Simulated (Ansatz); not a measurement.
Species: CH2F, charge -1, singlet. CH2F- (SMILES [CH2-]F).
B3LYP-D3(BJ)/def2-TZVP minimum from Ansatz (a first-principles code):
```
C
H 1 1.1192
H 1 1.1192 2 101.37
F 1 1.5213 2 100.52 3 -103.11
```
Charge -1, spin multiplicity 1.

Total energies in aug-cc-pVTZ, 14 correlated electrons, 2 frozen orbitals. Radicals and triplets start from unrestricted determinants; spin-orbit coupling is neglected. Correlated methods leave the cores frozen. No relativity.

```json
[
 {"method": "HF", "program": "Ansatz", "energy (Eh)": "-138.41637", "minus CCSDT(Q) (mEh)": "489.12"},
 {"method": "MP2", "program": "Ansatz", "energy (Eh)": "-138.87531", "minus CCSDT(Q) (mEh)": "30.18"},
 {"method": "CCSD", "program": "Ansatz", "energy (Eh)": "-138.88631", "minus CCSDT(Q) (mEh)": "19.18"},
 {"method": "CCSD(T)", "program": "Ansatz", "energy (Eh)": "-138.90431", "minus CCSDT(Q) (mEh)": "1.18"},
 {"method": "CCSDT(Q)", "program": "Ansatz", "energy (Eh)": "-138.90549", "minus CCSDT(Q) (mEh)": "0.00"}
]
```

Rough core times of Ansatz's runs on a shared machine: CCSD(T) under 20 s, CCSDT(Q) 50 min.
